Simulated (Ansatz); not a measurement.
The molecule TiO, multiplicity 3 (the spin of the measured ground state). No spin–orbit coupling. Ti is treated without relativity.

Seven points along R, fitted to fifth degree in 1/R; most abundant isotopes. In def2 and cc sets the state is the lowest found near the PBE0 minimum, followed along R.

The values were computed with Ansatz (Gaussian basis) for Hartree–Fock, density functionals and correlated methods. Each number belongs to the level named beside it.

Energies at SVWN5/def2-TZVPP:

```tsv
R (Å)	E (hartree)
1.485179	-922.13805758
1.525103	-922.14628732
1.561833	-922.15025224
1.603354	-922.15127405
1.644875	-922.14928275
1.692784	-922.14401329
1.748678	-922.13481503
```

Q: With a reduced mass of 11.9939 u, find the minimum, the force constant and the constants.

A: A fifth-degree polynomial in 1/R puts the minimum at r_e = 1.5953 Å with force constant 792 N/m. Then ω_e = (1/2πc)√(k/μ) = 1058 cm⁻¹ and B_e = h/(8π²cμr_e²) = 0.5522 cm⁻¹; the cubic and quartic terms give α_e = 0.0029 and ω_e x_e = 4.4 cm⁻¹.

Ansatz is a quantum-chemistry and plane-wave program.
